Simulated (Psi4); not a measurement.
isobutane (C4H10), singlet, geometry from GFN2-xTB; CCSD/3-21G run with Psi4 1.11.

Psi4 was given this input:
```
memory 2 GB

molecule mol {
0 1
C    -0.001952   -0.000610    0.384811
H    -0.007510   -0.002348    1.480948
C    -0.001231    1.447905   -0.097154
H     0.004244    1.484092   -1.184729
H    -0.885739    1.971545    0.258862
H     0.878370    1.973646    0.267812
C     1.255143   -0.722223   -0.094223
H     1.290525   -0.737695   -1.181728
H     2.148630   -0.220467    0.270776
H     1.268406   -1.749298    0.263888
C    -1.252399   -0.725209   -0.106944
H    -1.276709   -0.740752   -1.194752
H    -1.266850   -1.752316    0.251026
H    -2.150735   -0.225585    0.248964
}

set {
  basis 3-21g
  reference rhf
  scf_type pk
  mp2_type conv
}

energy('ccsd')
print_variables()
```

### Question
Write the output that Psi4 gives for this input, abridged.

### Answer

```
   => Loading Basis Set <=

    Name: 3-21G
    Role: ORBITAL
    Keyword: BASIS

         ---------------------------------------------------------
                                   SCF
               by Justin Turney, Rob Parrish, Andy Simmonett
                          and Daniel G. A. Smith
                              RHF Reference
         ---------------------------------------------------------

  ==> Geometry <==

    Molecular point group: c1
    Full point group: C1

    Geometry (in Angstrom), charge = 0, multiplicity = 1:

       Center              X                  Y                   Z               Mass
    ------------   -----------------  -----------------  -----------------  -----------------
         C           -0.001906967574    -0.000595957431     0.375945610122    12.000000000000
         H           -0.007464967574    -0.002333957431     1.472082610122     1.007825032230
         C           -0.001185967574     1.447919042569    -0.106019389878    12.000000000000
         H            0.004289032426     1.484106042569    -1.193594389878     1.007825032230
         H           -0.885693967574     1.971559042569     0.249996610122     1.007825032230
         H            0.878415032426     1.973660042569     0.258946610122     1.007825032230
         C            1.255188032426    -0.722208957431    -0.103088389878    12.000000000000
         H            1.290570032426    -0.737680957431    -1.190593389878     1.007825032230
         H            2.148675032426    -0.220452957431     0.261910610122     1.007825032230
         H            1.268451032426    -1.749283957431     0.255022610122     1.007825032230
         C           -1.252353967574    -0.725194957431    -0.115809389878    12.000000000000
         H           -1.276663967574    -0.740737957431    -1.203617389878     1.007825032230
         H           -1.266804967574    -1.752301957431     0.242160610122     1.007825032230
         H           -2.150689967574    -0.225570957431     0.240098610122     1.007825032230

  Running in c1 symmetry.

  Rotational constants: A =      0.26266  B =      0.26266  C =      0.15278 [cm^-1]
  Rotational constants: A =   7874.41353  B =   7874.41001  C =   4580.11803 [MHz]
  Nuclear repulsion =  135.217545240962295

  Charge       = 0
  Multiplicity = 1
  Electrons    = 34
  Nalpha       = 17
  Nbeta        = 17

  ==> Algorithm <==

  SCF Algorithm Type is PK.
  DIIS enabled.
  MOM disabled.
  Fractional occupation disabled.
[...]
  @RHF Final Energy:  -156.43402494570205
    Total Energy =                       -156.4340249457020491
[...]
     8        -0.429688545321131    5.986e-06    0.004501    0.011280    0.011280    0.126683
     9        -0.429688446831145    1.615e-06    0.004501    0.011280    0.011280    0.126683
    10        -0.429688437082339    4.933e-07    0.004501    0.011280    0.011280    0.126683
    11        -0.429688445671395    1.096e-07    0.004501    0.011280    0.011280    0.126683
    12        -0.429688450990089    3.160e-08    0.004501    0.011280    0.011280    0.126683

    Iterations converged.

    Largest TIA Amplitudes:
             13  26         0.0072920830
             16  21        -0.0071266105
             15  22         0.0060579522
             14  23         0.0060579500
              8  29        -0.0043995402
             15  17         0.0043462924
             14  16         0.0043462746
             13  25         0.0041175924
              7  38        -0.0039814087
             15  32        -0.0039664406

    Largest TIjAb Amplitudes:
     16  16   1   1        -0.0274925059
     14  14  12  12        -0.0231622189
     15  15  11  11        -0.0231617353
     16  16   6   6        -0.0203883128
     12  12   8   8        -0.0201415296
     11  11   7   7        -0.0201415205
     13  13   9   9        -0.0194776888
     10  10   2   2        -0.0168264731
      9   9   3   3        -0.0168264528
     13  13   2   2        -0.0157981352

    SCF energy       (wfn)                    = -156.434024945702049
    Reference energy (file100)                = -156.434024945702618

    Opposite-spin MP2 correlation energy      =   -0.300387303996818
    Same-spin MP2 correlation energy          =   -0.077225369958707
    Singles MP2 correlation energy            =   -0.000000000000000
    MP2 correlation energy                    =   -0.377612673955524
      * MP2 total energy                      = -156.811637619658143

    Opposite-spin CCSD correlation energy     =   -0.360162155702616
    Same-spin CCSD correlation energy         =   -0.069526295287473
    Singles CCSD correlation energy           =    0.000000000000000
    CCSD correlation energy                   =   -0.429688450990089
      * CCSD total energy                     = -156.863713396692702

  Variable Map:
  ----------------------------------------------------------------------------
[...]
  Array Variable Map:
  ----------------------------------------------------------------------------
[...]
[...]
```
